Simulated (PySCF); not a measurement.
## Charge on either side of a bond

C4H9NSi2.
SMILES with atom numbers: `[N:1]#[C:2][C@@H:3]1[CH2:4][Si@H:5]1[CH2:6][SiH3:7]` (hydrogens: H8 on C3; H9, H10 on C4; H11 on Si5; H12, H13 on C6; H14, H15, H16 on Si7)

Geometry (PBE0-D3(BJ)/def2-SVP, Å), atoms numbered from 1 in this order:
```
atom  x, y, z in Å
N1    -3.610    1.494   -0.920
C2    -2.653    0.888   -0.667
C3    -1.469    0.164   -0.318
C4    -1.405   -0.540    1.066
Si5   -0.213    0.867    0.902
C6     1.604    0.589    0.601
Si7    2.059   -0.982   -0.341
H8    -1.059   -0.416   -1.155
H9    -2.290   -0.399    1.696
H10   -1.067   -1.581    1.042
H11   -0.595    2.147    1.546
H12    2.117    0.570    1.579
H13    2.007    1.457    0.051
H14    1.512   -2.182    0.361
H15    1.488   -0.937   -1.721
H16    3.543   -1.111   -0.436
```

Atomic charges (e) from the PBE0/pcSseg-1 density (PySCF):

```csv
atom,Mulliken,IAO,Hirshfeld,ESP-fitted
N1,-0.2708,-0.2765,-0.2496,-0.4848
C2,+0.1482,+0.1367,+0.0658,+0.3602
C3,-0.5111,-0.4132,-0.1026,-0.2054
C4,-0.4248,-0.5252,-0.1594,-0.4658
Si5,+0.7525,+0.8631,+0.3627,+0.3477
C6,-0.8617,-0.8281,-0.2367,-0.6010
Si7,+0.4602,+0.5976,+0.3215,+0.4228
H8,+0.1992,+0.1797,+0.0572,+0.1460
H9,+0.1714,+0.1719,+0.0546,+0.1953
H10,+0.1710,+0.1632,+0.0491,+0.1707
H11,-0.0142,-0.0866,-0.0538,-0.0201
H12,+0.1877,+0.1735,+0.0536,+0.2114
H13,+0.1907,+0.1743,+0.0543,+0.1975
H14,-0.0682,-0.1148,-0.0728,-0.0845
H15,-0.0671,-0.1134,-0.0720,-0.0904
H16,-0.0629,-0.1024,-0.0715,-0.0995
```

Task: Cut each of the bonds C2–C3, C6–Si5 and Si7–C6 in turn and sum the charges on the side of the atom named first.

Result: In e; the other side holds the opposite charge:

```csv
bond cut,piece,atoms,Mulliken,IAO,Hirshfeld,ESP-fitted
C2–C3,CN,2,-0.123,-0.140,-0.184,-0.125
C6–Si5,CH5Si,7,-0.221,-0.213,-0.024,-0.044
Si7–C6,SiH3,4,+0.262,+0.267,+0.105,+0.148
```

Extremes among these pieces. Mulliken: lowest CH5Si at C6, highest SiH3 at Si7; IAO: lowest CH5Si at C6, highest SiH3 at Si7; Hirshfeld: lowest CN at C2, highest SiH3 at Si7; ESP-fitted: lowest CN at C2, highest SiH3 at Si7.

Task: Do the schemes agree better on the pieces than on the single atoms at the cuts?

Result: The spread between schemes averages 0.140 e for the pieces and 0.399 e for the atoms named first; it is smaller for the piece at 3 of the 3 cuts. On average they agree better on the pieces.

Isolated species at its PBE0-D3(BJ)/def2-SVP geometry (one conformer only).
